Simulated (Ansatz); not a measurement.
A nudged elastic band was laid between two geometries of CH3NOTe (7 atoms, charge 0, multiplicity 1).

Theory: RKS PBE0-D4/def2-SVP in Ansatz 0.2.0.

- movable images: 7
- climbing image: yes
- spring: 5.0 eV/Å²
- optimiser: quadratic models (default)
- start path: through a guess of the saddle point
- force threshold: 0.03 eV/Å
- iteration limit: 60
- end points: relaxed

First end point:

```xyz
7
Properties=species:S:1:pos:R:3
N 0.908 1.106 0.367
C 0.261 0.217 0.973
O -0.386 -0.882 0.529
Te -0.351 -1.375 -1.437
H 0.946 0.928 -0.645
H 0.138 0.260 2.069
H -1.516 -0.253 -1.856
```

Last end point:

```xyz
7
Properties=species:S:1:pos:R:3
N 1.111 0.903 0.426
C 0.046 0.334 0.710
O -0.599 -0.573 -0.134
Te 0.001 -0.982 -2.261
H 1.444 0.653 -0.520
H -0.497 0.460 1.657
H -1.506 -0.795 0.122
```

Question: Which bonds break or form, and what moves?

Answer: Bonds broken: Te4–H7. Bonds formed: O3–H7.

Question: What energy profile does the band end with?

Answer: It converged. The highest image is number 5 of 0 to 8, 161.4 kJ/mol above the first end and 91.9 kJ/mol above the last; the last end lies 69.5 kJ/mol above the first. A vibrational analysis at the climbing image gives one clearly imaginary mode, 1450i cm⁻¹: a first-order saddle point. The orbitals stay closed-shell, which can raise the energy where a bond breaks towards radicals; this wasn't checked here.

| image | path coordinate (Å) | energy (kJ/mol) | Te4–H7 (Å) | O3–H7 (Å) |
| --- | --- | --- | --- | --- |
| 0 | 0.00 | 0.0 | 1.67 | 2.71 |
| 1 | 0.38 | 1.0 | 1.67 | 2.67 |
| 2 | 0.75 | 6.7 | 1.66 | 2.56 |
| 3 | 1.13 | 34.0 | 1.64 | 2.22 |
| 4 | 1.51 | 102.6 | 1.66 | 1.78 |
| 5 | 1.88 | 161.4 | 1.80 | 1.33 |
| 6 | 2.34 | 98.4 | 2.28 | 0.99 |
| 7 | 2.79 | 74.2 | 2.69 | 0.97 |
| 8 | 3.24 | 69.5 | 2.83 | 0.97 |

Question: What is the geometry of the highest image?

Answer: 
```xyz
7
Properties=species:S:1:pos:R:3
N 1.005 1.028 0.347
C 0.146 0.254 0.828
O -0.500 -0.796 0.236
Te -0.225 -1.085 -1.939
H 1.187 0.829 -0.648
H -0.194 0.337 1.873
H -1.419 -0.568 -0.697
```

Question: What are the harmonic wavenumbers there?

Answer: 1450i, 167, 232, 399, 513, 666, 890, 1025, 1029, 1172, 1342, 1767, 1794, 3147, 3408 cm⁻¹.

Run time: 2.6 min on 2 threads of Intel(R) Xeon(R) Platinum 8488C (Sapphire Rapids), with other jobs on the host, peak memory 0.2 GiB.
